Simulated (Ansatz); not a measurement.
`[SnH3][CH2][SnH3]` + `N[SiH3]` → `[SiH3][NH][SnH3]` + `[CH3][SnH3]` at 298.15 K and 1 bar (ligand exchange at the Sn–C bond).

Computed with Ansatz on PBE0-D4/def2-TZVP structures; ΔE is electronic, products minus reactants. CCSD(T)/CBS adds triple-zeta CCSD(T) − MP2 to the extrapolated MP2 energy (def2 sets, frozen cores). This one scheme is used for every species. Elements past krypton have def2 core potentials. For Sn outer-core shells are correlated without core-valence functions, which leaves a few kJ/mol of doubt a bond.

```csv
species,CCSD(T)/CBS energy (Eh),H − E (kJ/mol),S (J/(mol·K))
`[SnH3][CH2][SnH3]`,-470.86997,197.1,381.7
`N[SiH3]`,-346.80422,145.7,264.3
`[SiH3][NH][SnH3]`,-562.01692,180.1,361.7
`[CH3][SnH3]`,-255.66383,162.1,284.7
```

H − E and S are ideal-gas, rigid-rotor, harmonic terms from PBE0-D4/def2-TZVP, for one conformer and one mirror image of each species. 1 Eh = 2625.50 kJ/mol, R = 8.31446 J/(mol·K).

**Question.** By hand: ΔE, ΔH, ΔS and ΔG.

**Answer.** ΔE = (-562.01692) + (-255.66383) − (-470.86997) − (-346.80422) = -0.00656 Eh = -17.2 kJ/mol. Δ(H − E) = 180.1 + 162.1 − 197.1 − 145.7 = -0.6, so ΔH = -17.8 kJ/mol. ΔS = 361.7 + 284.7 − 381.7 − 264.3 = 0.4 J/(mol·K). ΔG = -17.8 − 298.15 × (0.4)/1000 = -17.9 kJ/mol.

**Question.** By hand: the equilibrium constant, and the temperature at which ΔG would vanish if ΔH and ΔS stayed fixed.

**Answer.** log₁₀ K = −ΔG/(RT ln 10) = 3.1. ΔH and −TΔS have one sign here, so there is no such temperature. One of them is within its doubt of zero, so this could turn.

The number of gas molecules stays the same, so ΔS is small and ΔH decides. A doubt of 5 kJ/mol in ΔE shifts log₁₀ K by 0.9 here. Other conformers and mirror images would add mixing entropy, several J/(mol·K) or more a flexible species. Modes under 60 cm⁻¹, often nearly free rotors, make the harmonic entropy too high. These are equilibria of isolated gas molecules and say nothing of rates. Largest T1 diagnostic: 0.013 (customary marks: 0.02 for closed shells, 0.045 for open ones).
